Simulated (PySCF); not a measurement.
Compound: C3H8OSSi.
Atom-mapped SMILES: `[CH3:1][S:2]/[CH:3]=[CH:4]/[O:5][SiH3:6]` (hydrogens: H7, H8, H9 on C1; H10 on C3; H11 on C4; H12, H13, H14 on Si6)

Torsions of this conformer, `[CH3:1][S:2]/[CH:3]=[CH:4]/[O:5][SiH3:6]`: C1–S2–C3–C4 -1°, C3–C4–O5–Si6 -2°.

The closed-shell ground state was solved at several levels (PySCF, density fitting, gas phase, non-relativistic). The structure is a single PBE0-D3(BJ)/def2-SVP conformer in the gas phase; no vibrational or solvent corrections.

```csv
level,basis functions,HOMO (eV),LUMO (eV),gap (eV),dipole (D)
KT2/pcSseg-2,342,-4.78,-0.96,3.82,0.69
B3LYP/def2-SVPD,198,-5.63,-0.11,5.52,0.68
```

Task: Estimate the row for PBE0/pcSseg-1, a basis of 156 functions; the other rows only guide the guess.

Result: HOMO -5.81 eV, LUMO 0.30 eV, gap 6.11 eV, dipole 0.66 D.

Task: Over all these levels, which gives the widest orbital gap and which the narrowest?

Result: PBE0/pcSseg-1 (global hybrid, 25 % exact exchange) has the widest, 6.11 eV, and KT2/pcSseg-2 (GGA) the narrowest, 3.82 eV. Functional and basis both differ between the two, so the spread mixes both effects.

Task: How far do the dipole and the HOMO energy spread over the levels?

Result: The dipole runs from 0.66 to 0.69 D (mean 0.68 D) and the HOMO from -5.81 to -4.78 eV.
